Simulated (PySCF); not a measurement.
**Fractional electron number in Cd²⁺ (cadmium, charge +2)**

The 4d beta orbital of [Kr] 4d10 is emptied in steps (occupation f), with all orbitals relaxed, ending at [Kr] 4d9. All numbers are calculated (PySCF 2.14, a scalar-relativistic core potential, in aug-cc-pVDZ-PP with ECP28MDF (5s5p4d2f, 54 functions)). The exact energy is a straight line in f; departures are measured from the line between the end points of the same method.

```
  f  UHF (eV)  LDA (eV)  PBE (eV)  PBE0 (eV)  r2SCAN (eV)  LC-wPBE (eV)  BHandHLYP (eV)  wB97X (eV)  BLYP (eV)  r2SCAN0 (eV)
  1     0.000     0.000     0.000      0.000        0.000         0.000           0.000       0.000      0.000         0.000
0.8     0.323    -1.206    -1.181     -0.813       -1.116        -0.364          -0.440      -0.411     -1.175        -0.765
0.6     0.474    -1.819    -1.779     -1.224       -1.675        -0.551          -0.665      -0.618     -1.770        -1.148
0.4     0.463    -1.828    -1.786     -1.228       -1.676        -0.555          -0.671      -0.619     -1.778        -1.148
0.2     0.302    -1.224    -1.194     -0.821       -1.117        -0.372          -0.451      -0.413     -1.190        -0.764
  0     0.000     0.000     0.000      0.000        0.000         0.000           0.000       0.000      0.000         0.000
```

```csv
method,E(f=0) − E(f=1) (eV),−ε at f=1 (eV),−ε at f=0.4 (eV)
UHF,35.952,38.023,35.514
LDA,38.006,30.511,39.484
PBE,37.617,30.269,39.073
PBE0,37.528,32.466,38.533
r2SCAN,37.524,30.562,38.920
LC-wPBE,37.452,35.196,37.895
BHandHLYP,37.336,34.611,37.868
wB97X,37.438,34.886,37.953
BLYP,37.503,30.194,38.948
r2SCAN0,37.479,32.704,38.439
```

Orbital energy along the path (eV):

```tsv
f	UHF	LDA	PBE	PBE0	r2SCAN	LC-wPBE	BHandHLYP	wB97X	BLYP	r2SCAN0
1	-38.023	-30.511	-30.269	-32.466	-30.562	-35.196	-34.611	-34.886	-30.194	-32.704
0.8	-37.127	-33.451	-33.162	-34.462	-33.333	-36.070	-35.667	-35.887	-33.070	-34.609
0.6	-36.293	-36.443	-36.099	-36.486	-36.121	-36.971	-36.754	-36.915	-35.989	-36.522
0.4	-35.514	-39.484	-39.073	-38.533	-38.920	-37.895	-37.868	-37.953	-38.948	-38.439
0.2	-34.786	-42.569	-42.077	-40.597	-41.716	-38.835	-39.008	-38.987	-41.942	-40.350
0	-34.103	-45.691	-45.103	-42.674	-44.500	-39.787	-40.174	-40.011	-44.964	-42.251
```

Reference removal energy between the ground levels: 37.468 ± 0.006 eV (measured; NIST Atomic Spectra Database, ionization energies). The calculation has no spin-orbit coupling. UHF lacks correlation.
